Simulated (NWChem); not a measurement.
CHClF2; SMILES FC(F)Cl

Program: NWChem. Geometry: optimised at PBE0/def2-SVP. Ions are spin-unrestricted doublets at the neutral geometry; other ion states weren't tried.

Question: Estimate the computed values for PBE0/def2-SVP. Quantities: vertical ionisation energy, ΔSCF (eV); −ε(HOMO) (eV).

Answer: 
| Item | Result |
|---|---|
| vertical ionisation energy, ΔSCF (eV) | 12.39 |
| −ε(HOMO) (eV) | 9.37 |
